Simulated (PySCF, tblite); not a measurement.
Species: C7H9F.
Z-matrix (Å and degrees, GFN2-xTB geometry), rows numbered from 1:
```
C 
C   1  1.3203
C   2  1.4893  1  124.36
C   3  1.5172  2  116.85  1  -128.77
C   4  1.3150  3  132.99  2    47.47
C   4  1.5057  3   92.64  2  -128.61
C   6  1.5350  4   88.19  3     9.33
F   7  1.3720  3  114.72  2  -114.06
H   1  1.0765  2  121.91  3   179.64
H   1  1.0777  2  121.78  3    -0.50
H   2  1.0827  1  120.64  3  -179.28
H   3  1.0924  2  110.63  1     1.34
H   5  1.0771  4  121.61  3  -177.22
H   5  1.0767  4  121.39  3     2.95
H   6  1.0884  4  116.84  3   128.33
H   6  1.0897  4  113.13  3  -103.79
H   7  1.0932  3  114.55  2     9.89
```

Method: CAM-B3LYP/def2-SVPD in PySCF (dipole) on a GFN2-xTB geometry, gas phase.

Take the most abundant isotopes and a rigid rotor. The values belong to one conformer with, in the numbering `[CH2:1]=[CH:2][C@@H:3]1[C:4](=[CH2:5])[CH2:6][C@H:7]1[F:8]`, C1–C2–C3–C4 -129°, C2–C3–C4–C5 47°, C3–C4–C6–C7 9°, C4–C6–C7–F8 -127°, C2–C3–C7–C6 128°.

What are A, B and C (MHz)?

Ia = 210.07, Ib = 265.41, Ic = 438.47 u·Å²; 505379 MHz·u·Å²/I gives A = 2406, B = 1904, C = 1153 MHz.

Classify the top.

An asymmetric top; Ray's κ = 0.199.

Is it planar, by Δ = Ic − Ia − Ib?

Not planar: Δ = Ic − Ia − Ib = -37.02 u·Å². For a rigid frame Δ = −2 Σ m c², so Σ m c² = 18.51 u·Å² lies off the ab plane: 9.51 from hydrogen and 9.00 from heavier atoms. The atom farthest from that plane is 1.49 Å away.

Give the other two planar moments, Paa and Pbb, and the rms extents of the mass along the axes.

Paa = Σ m a² = (Ib + Ic − Ia)/2 = 246.90 and Pbb = Σ m b² = (Ia + Ic − Ib)/2 = 191.56 u·Å². With the mass M = 112.07 u, the rms extents √(P/M) along a, b and c are 1.48, 1.31, 0.41 Å.

Give the coordinates in the principal-axis frame, origin at the centre of mass.

The sense of each axis is arbitrary; atoms in the order of the calculation.
```
atom  mass (u)   a (Å)   b (Å)   c (Å)
  C1    12.000   2.674  -0.996  -0.122
  C2    12.000   1.617  -0.448   0.448
  C3    12.000   0.341  -0.147  -0.260
  C4    12.000  -0.208   1.260  -0.115
  C5    12.000   0.338   2.451  -0.224
  C6    12.000  -1.568   0.761   0.296
  C7    12.000  -0.968  -0.648   0.395
  F8    18.998  -1.634  -1.613  -0.318
  H9     1.008   3.579  -1.191   0.427
 H10     1.008   2.677  -1.275  -1.163
 H11     1.008   1.635  -0.171   1.495
 H12     1.008   0.397  -0.464  -1.304
 H13     1.008  -0.225   3.350  -0.037
 H14     1.008   1.370   2.572  -0.508
 H15     1.008  -1.988   1.176   1.210
 H16     1.008  -2.308   0.833  -0.501
 H17     1.008  -0.848  -1.034   1.411
```

Where do the levels up to J = 3 lie, in K?

Above 0(0,0), as E/k:
J = 1: 1(0,1) 0.147, 1(1,1) 0.171, 1(1,0) 0.207
J = 2: 2(0,2) 0.419, 2(1,2) 0.428, 2(1,1) 0.536, 2(2,1) 0.609, 2(2,0) 0.629
J = 3: 3(0,3) 0.801, 3(1,3) 0.803, 3(1,2) 1.011, 3(2,2) 1.049, 3(2,1) 1.128, 3(3,1) 1.270, 3(3,0) 1.279
Those of J = 1 are B + C, A + C and A + B.

Predict some low-J microwave lines.

The dipole components are |μa| = 0.63 D, |μb| = 1.21 D, |μc| = 0.80 D. The squared components, which scale the intensities, stand as 0.27 : 1.00 : 0.44 (a : b : c). Some lines, for components of 0.1 D or more:

```csv
type,branch,"J(Ka,Kc)",MHz,lower level (cm⁻¹)
a,Q,"2(2,0) ← 2(2,1)",430,0.423
c,Q,"1(1,1) ← 1(0,1)",502,0.102
a,Q,"1(1,0) ← 1(1,1)",752,0.119
b,Q,"1(1,0) ← 1(0,1)",1253,0.102
c,Q,"2(2,1) ← 2(1,1)",1505,0.373
b,Q,"2(2,0) ← 2(1,1)",1935,0.373
a,Q,"2(1,1) ← 2(1,2)",2255,0.298
b,Q,"2(1,1) ← 2(0,2)",2435,0.292
a,R,"1(0,1) ← 0(0,0)",3057,0.000
b,R,"1(1,1) ← 0(0,0)",3558,0.000
b,Q,"2(2,1) ← 2(1,2)",3759,0.298
a,R,"2(1,2) ← 1(1,1)",5362,0.119
a,R,"2(0,2) ← 1(0,1)",5683,0.102
a,R,"2(1,1) ← 1(1,0)",6865,0.144
b,R,"2(2,1) ← 1(1,0)",8370,0.144
c,R,"2(2,0) ← 1(1,0)",8800,0.144
c,R,"2(2,1) ← 1(1,1)",9121,0.119
b,R,"2(2,0) ← 1(1,1)",9551,0.119
```

Estimate the classical rotational partition function at 10 K, 200 K and 500 K.

Point group C1, symmetry number σ = 1; q = (√π/σ)·√((kT/h)³/(ABC)), k/h = 20836.6 MHz/K: 2320 at 10 K, 208000 at 200 K, 820000 at 500 K.

Its GFN2-xTB frequencies are all real (lowest 52 cm⁻¹). Zero-point vibration and centrifugal distortion are left out.

The run took 75 s wall on one thread of an Arm Neoverse V2 (shared host). This is the CAM-B3LYP/def2-SVPD job that gave the dipole, with the excitations it also computed.
